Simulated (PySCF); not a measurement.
# ¹⁹F chemical shifts

Method: σ from GIAO-PBE0/pcSseg-1, GFN2-xTB structure, in PySCF 2.14 (no solvent model, single conformer, rapidly exchanging positions averaged, relativity neglected).

Shieldings were converted by a linear fit to measured shifts: ¹⁹F: δ = 146.13 − 0.903σ +14.6 on sp3 carbon (rms 6.0 ppm, 223 shifts, 7.0 ppm with the 5 outliers that the fit left out vs CFCl3, solution or neat liquid). Occasional misses reach two or three times the rms, and more in compound classes unlike the fitted ones.

Question: Give the ¹⁹F shifts of `CC1=C(F)[P@@]1(=O)C1CCC1`, `F[C@H](C(F)(F)F)C1(F)C=C1`, `CC/C=C(\F)C(F)(F)F`, `CCC[P@](C)(=S)C(F)(F)F`, `C=C(CF)CC(F)(F)F`.

Answer: 
| compound | environment | δ (ppm) |
| --- | --- | --- |
| CC1=C(F)[P@@]1(=O)C1CCC1 | vinylic fluorine | -89.1 |
| [F:1][C@H:2]([C:3]([F:4])([F:5])[F:6])[C:7]1([F:8])[CH:9]=[CH:10]1 | F4/5/6: fluorine of a CF3 group (×3) | -77.8 |
| [F:1][C@H:2]([C:3]([F:4])([F:5])[F:6])[C:7]1([F:8])[CH:9]=[CH:10]1 | F8: fluorine on an sp3 carbon | -126.9 |
| [F:1][C@H:2]([C:3]([F:4])([F:5])[F:6])[C:7]1([F:8])[CH:9]=[CH:10]1 | F1: fluorine on an sp3 carbon | -200.3 |
| [CH3:1][CH2:2]/[CH:3]=[C:4](\[F:5])[C:6]([F:7])([F:8])[F:9] | F7/8/9: fluorine of a CF3 group (×3) | -72.5 |
| [CH3:1][CH2:2]/[CH:3]=[C:4](\[F:5])[C:6]([F:7])([F:8])[F:9] | F5: vinylic fluorine | -136.7 |
| CCC[P@](C)(=S)C(F)(F)F | fluorine of a CF3 group (×3) | -74.9 |
| [CH2:1]=[C:2]([CH2:3][F:4])[CH2:5][C:6]([F:7])([F:8])[F:9] | F7/8/9: fluorine of a CF3 group (×3) | -69.3 |
| [CH2:1]=[C:2]([CH2:3][F:4])[CH2:5][C:6]([F:7])([F:8])[F:9] | F4: fluorine on an sp3 carbon | -216.7 |
